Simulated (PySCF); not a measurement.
SMILES C[Si](C)(C)CC=O (C5H12OSi), singlet, GFN2-xTB optimised geometry.

```
19

C      1.02    -1.63    -0.24
Si     0.47     0.19     0.00
C      1.05     0.88     1.67
C      1.08     1.26    -1.45
C     -1.47     0.19     0.00
C     -1.92     1.58     0.00
O     -2.10     2.27     0.98
H      2.10    -1.70    -0.22
H      0.63    -2.27     0.55
H      0.68    -2.03    -1.19
H      2.11     1.14     1.66
H      0.90     0.17     2.48
H      0.49     1.78     1.92
H      0.67     0.93    -2.40
H      2.16     1.22    -1.54
H      0.80     2.30    -1.31
H     -1.80    -0.32     0.91
H     -1.84    -0.34    -0.87
H     -2.05     2.02    -1.01
```

Density from CAM-B3LYP/def2-SVP in PySCF at that geometry.

Minimum of the electron density along straight lines between bonded atoms, close to the bond critical point (lines longer than 1.1 times the sum of covalent radii, or with two minima, are not listed):

| bond | length / Å | ρ at the minimum / e bohr⁻³ | ∇²ρ there / e bohr⁻⁵ | position (fraction from the first atom) |
|---|---|---|---|---|
| C1–Si2 | 1.907 | 0.111 | 0.31 | 0.62 |
| Si2–C3 | 1.902 | 0.112 | 0.31 | 0.38 |
| Si2–C4 | 1.907 | 0.111 | 0.31 | 0.38 |
| Si2–C5 | 1.942 | (withheld) | 0.28 | 0.38 |
| C5–C6 | 1.470 | 0.275 | -0.68 | 0.49 |
| C6–O7 | 1.205 | (withheld) | (withheld) | 0.33 |
| C1–H8 | 1.085 | 0.272 | -0.98 | 0.63 |
| C1–H9 | 1.086 | 0.272 | -0.98 | 0.63 |
| C1–H10 | 1.086 | 0.272 | -0.98 | 0.63 |
| C3–H11 | 1.086 | 0.272 | -0.98 | 0.63 |
| C3–H12 | 1.086 | 0.272 | -0.98 | 0.63 |
| C3–H13 | 1.086 | 0.273 | -1.00 | 0.63 |
| C4–H14 | 1.086 | 0.272 | -0.98 | 0.63 |
| C4–H15 | 1.086 | 0.272 | -0.98 | 0.63 |
| C4–H16 | 1.086 | 0.272 | -0.98 | 0.63 |
| C5–H17 | 1.088 | 0.273 | -0.99 | 0.63 |
| C5–H18 | 1.086 | 0.273 | -0.99 | 0.63 |
| C6–H19 | 1.110 | 0.275 | -1.03 | 0.64 |

Task: Fill in the missing entries.

Result: 
- Si2–C5, ρ at the minimum / e bohr⁻³: 0.102
- C6–O7, ρ at the minimum / e bohr⁻³: 0.413
- C6–O7, ∇²ρ there / e bohr⁻⁵: 0.44
